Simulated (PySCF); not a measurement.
C₂H₇OSi, SMILES C[SiH](C)[O], multiplicity 2. Geometry optimised at PBE-D3(BJ)/def2-SVP. The isomer is the one that the SMILES or the coordinates give; other isomers of the formula were not compared.

Task: Give the equilibrium geometry at PBE-D3(BJ)/def2-SVP (PySCF confirms it by a frequency run) as a Z-matrix. (An estimate is asked for; the answer gives what the named calculation found.)

Result: 
```
Si
O 1 1.6685
H 1 1.5109 2 113.11
C 1 1.8847 3 110.38 2 129.43
H 4 1.1083 1 110.70 3 175.71
H 4 1.1087 5 108.29 1 -121.68
H 4 1.1100 5 108.83 6 -117.04
C 1 1.9169 3 108.14 2 -110.42
H 8 1.1056 1 110.91 3 59.75
H 8 1.1062 9 109.88 1 -121.86
H 8 1.1102 9 109.74 10 -120.99
```
Charge 0, spin multiplicity 2.
